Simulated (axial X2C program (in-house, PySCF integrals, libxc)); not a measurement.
BaH⁺ at several levels of theory

Calculated with an in-house relativistic program for diatomic molecules. Spin-free means the one-electron spin-free X2C Hamiltonian; two-component (2c) means X2C with spin–orbit coupling and atomic mean-field two-electron Coulomb and Gaunt terms, so the difference of the two also holds small scalar two-electron terms. Basis: Ba dyall-v2z [12s13p8d], H dyall-v2z [5s1p] (cores contracted in-house); Gaussian nuclei, density fitting, unrestricted open shells. Masses: Ba 137.905 u, H 1.008 u.

State, spin-free: M_S = 0, Λ = 0 (closed shell); electrons by block: σα: 12, σβ: 12, π+α: 6, π+β: 6, π-α: 6, π-β: 6, δ+α: 2, δ+β: 2, δ-α: 2, δ-β: 2. Fragments: Ba+ + H.

State, 2c: Ω = 0 (closed shell); electrons by block: 1/2: 18, -1/2: 18, 3/2: 8, -3/2: 8, 5/2: 2, -5/2: 2. Fragments: Ba+ + H.

| Hamiltonian | level | Re (Å) | ωe (cm⁻¹) | ωexe (cm⁻¹) | Be (cm⁻¹) | αe (cm⁻¹) | De (eV) | μ (D) |
| --- | --- | --- | --- | --- | --- | --- | --- | --- |
| 2c | PBE0 | 2.139 | 1365.0 | 13.8 | 3.681 | 0.0616 | 2.46 | -4.70 |
| 2c | HF | 2.196 | 1323.0 | 11.5 | 3.493 | 0.0514 | 1.47 | -6.03 |
| 2c | MP2 | 2.168 | 1338.6 | 13 | 3.585 | 0.0588 | 1.85 | n/a |
| 2c | TPSSh | 2.140 | 1371.0 | 13.9 | 3.68 | 0.0606 | 2.84 | -4.67 |
| 2c | r2SCAN | 2.143 | 1361.6 | 14 | 3.667 | 0.0623 | 2.65 | -4.67 |

Spin-free values that have a 2c row agree with it to the digits that matter (0.001 Å, 0.01 eV) and are not repeated.

Correlated methods: 10 electrons correlated (number of frozen shells: Ba 4 s, 3 p, 2 d; H none), 104 virtual spin orbitals or spinors in MP2.

Dipoles are positive if H is the positive end and refer to the centre of mass.

Occupations by symmetry block were frozen at the best pattern of an incomplete PBE0 search. Closed shells are restricted here (equal orbitals for both partners); the stretched side of such a curve lies too high. De is counted from the lowest determinant-based energies of the atoms at the same level, without counterpoise correction.

Rough cost a point (2c) on 1 thread(s) of a shared host, integrals apart: PBE0 0.22 s, HF 0.11 s, TPSSh 0.4 s, r2SCAN 0.3 s.
